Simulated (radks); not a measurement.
The nuclear charge of neutral nitrogen is varied continuously with 7 electrons held in [He] 2s2 2p3. Calculated with a radial shooting solver on a logarithmic mesh with Libxc functionals: scalar-relativistic Kohn-Sham, BLYP, spin-polarised, spherical densities, finite nucleus; open shells are filled with parallel spins first; Fermi nuclear charge, rms radius 2.5582 fm. By the Hellmann-Feynman theorem dE/dZ = E(electron-nucleus)/Z, the electronic potential at the nucleus (averaged over a nucleus of fixed radius). The scalar-relativistic energy here is not variational (the density holds large components alone), so the two differ by a part that grows with Z.

Z	E (hartree)	E(electron-nucleus)/Z (hartree)	HOMO	e(HOMO) (eV)	<r> HOMO (bohr)
6.8	-51.01881	-17.7026	2p	-5.357	1.539
6.9	-52.80560	-18.0318	2p	-6.678	1.483
7	-54.62531	-18.3607	2p	-8.077	1.433
7.1	-56.47789	-18.6893	2p	-9.553	1.386
7.2	-58.36332	-19.0177	2p	-11.105	1.343
7.3	-60.28159	-19.3459	2p	-12.733	1.303
7.4	-62.23268	-19.6740	2p	-14.434	1.266
7.5	-64.21657	-20.0019	2p	-16.209	1.231
7.6	-66.23325	-20.3297	2p	-18.057	1.198
7.7	-68.28272	-20.6574	2p	-19.977	1.167
7.8	-70.36495	-20.9851	2p	-21.970	1.138
7.9	-72.47995	-21.3126	2p	-24.034	1.110
8	-74.62771	-21.6401	2p	-26.170	1.084

The central difference of E at Z = 7 is -18.361 hartree, to compare with the third column; the second derivative is -3.29 hartree.
